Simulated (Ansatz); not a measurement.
C2H7BOS, SMILES `CCB(O)S`. Charge 0, multiplicity 1.

```xyz
12

C    -1.411   -0.475    0.696
C    -0.361    0.530    0.240
B     0.890   -0.091   -0.476
O     0.965   -1.438   -0.638
S     2.266    0.937   -1.106
H    -1.804   -1.047   -0.147
H    -2.253    0.020    1.186
H    -0.990   -1.195    1.401
H    -0.809    1.269   -0.437
H    -0.006    1.123    1.093
H     1.756   -1.753   -1.083
H     1.759    2.120   -0.731
```

Task: What are the harmonic wavenumbers in cm⁻¹ at PBE0-D4/def2-TZVP (Ansatz, finite differences of forces, unscaled)? (An estimate is asked.)

Result: Computed: 40, 187, 200, 292, 307, 391, 419, 592, 654, 743, 797, 914, 990, 1002, 1057, 1155, 1266, 1320, 1379, 1412, 1440, 1494, 1494, 2727, 3029, 3053, 3058, 3123, 3129, 3877.

Task: Is this a minimum?

Result: Yes, all 30 modes are real.

Task: Give the ideal-gas thermochemistry at 298.15 K and 1 bar (rigid rotor, harmonic oscillator; point group Cs, symmetry number 1).

Result: Zero-point energy 248.5 kJ/mol; H(298) − E = 269.3 kJ/mol; entropy 345.2 J/(mol·K), of which translation 165.0, rotation 112.1, vibration 68.1; G(298) − E = 166.4 kJ/mol. Modes under 100 cm⁻¹ are hindered rotations or soft bends, so the harmonic entropy is rough.
